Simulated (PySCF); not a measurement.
AlH₃Se₃. Atoms are numbered in the order given.

```xyz
7

Al     0.0200     0.0023     0.0027
Se    -2.2181    -0.6152    -0.0666
H     -1.9253    -1.9333     0.5319
Se     0.5004     2.2288    -0.4619
H      1.9499     1.9635    -0.5529
Se     1.6299    -1.5981     0.5099
H      2.7018    -0.5886     0.6170
```
Charge 0, spin multiplicity 1.

Geometry optimised at B3LYP-D3(BJ)/def2-SVP. Other conformers were not sampled.

Calculation: r2SCAN/def2-TZVP run with PySCF.

Atomic charges (e):

| atom | meta-Löwdin | Löwdin |
|---|---|---|
| Al1 | 0.51 | -0.70 |
| Se2 | -0.26 | 0.16 |
| H3 | 0.09 | 0.08 |
| Se4 | -0.26 | 0.16 |
| H5 | 0.09 | 0.07 |
| Se6 | -0.26 | 0.16 |
| H7 | 0.09 | 0.07 |
